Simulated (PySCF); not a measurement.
Compound: CH10O2Si3.
Bonds: O1–Si2, Si2–O3, O3–Si4, Si4–C5, C5–Si6. Hydrogens: H7 on O1; H8, H9 on Si2; H10, H11 on Si4; H12, H13 on C5; H14, H15, H16 on Si6.

Level: PBE0/def2-SVPD in PySCF, non-relativistic, on one gas-phase PBE0-D3(BJ)/def2-SVP geometry that isn't relaxed in the solvent. The solvent is an IEF-PCM continuum (van der Waals radii × 1.2), and excitations are vertical TDDFT with non-equilibrium linear response and a frozen core. Specific hydrogen bonds and non-electrostatic terms are outside this model.

Gas-phase singlets (H = HOMO, L = LUMO):

```csv
state,E (eV),λ (nm),f,leading configurations
S1,7.263,171,0.003,H→L 87%
S2,7.495,165,0.005,"H→L+1 42%, H→L+2 32%"
S3,7.537,165,0.004,"H-1→L 53%, H-1→L+2 19%, H-1→L+1 14%"
S4,7.722,161,0.013,"H-1→L+1 63%, H-1→L+2 22%"
S5,7.730,160,0.016,"H→L+2 43%, H→L+1 36%"
```

**Question.** Give the list for chloroform (ε = 4.711), n² = 2.09.

**Answer.** 
```tsv
state	E (eV)	λ (nm)	f	leading configurations	change by rank (eV)
S1	7.302	170	0.005	H→L 87%	+0.039
S2	7.496	165	0.018	H-1→L 69%, H-1→L+1 14%, H-1→L+2 12%	+0.001
S3	7.557	164	0.005	H→L+1 64%, H→L+2 18%	+0.020
S4	7.750	160	0.027	H-1→L+1 49%, H-1→L+2 46%	+0.028
S5	7.801	159	0.024	H→L+2 64%, H→L+1 25%	+0.071
```

**Question.** How do the frontier levels move from gas to chloroform?

**Answer.** 
```tsv
orbital	gas (eV)	solvent (eV)	change (eV)
LUMO+2	0.40	0.53	+0.13
LUMO+1	0.25	0.39	+0.14
LUMO	0.10	0.23	+0.13
HOMO	-8.43	-8.38	+0.05
HOMO-1	-8.59	-8.46	+0.13
HOMO-2	-9.15	-9.08	+0.07
HOMO-3	-9.48	-9.39	+0.09
```

The HOMO–LUMO gap goes from 8.54 to 8.61 eV. Rows go by rank; for HOMO-3, HOMO-2, LUMO, LUMO+1 and LUMO+2 the atom shares or the degeneracy differ between the runs, so the row needn't follow one orbital.

Shape of the structure used: `[OH:1][SiH2:2][O:3][SiH2:4][CH2:5][SiH3:6]`: O1–Si2–O3–Si4 -170°, Si2–O3–Si4–C5 16°, O3–Si4–C5–Si6 -55°, H–O1–Si2–O3 -64°.
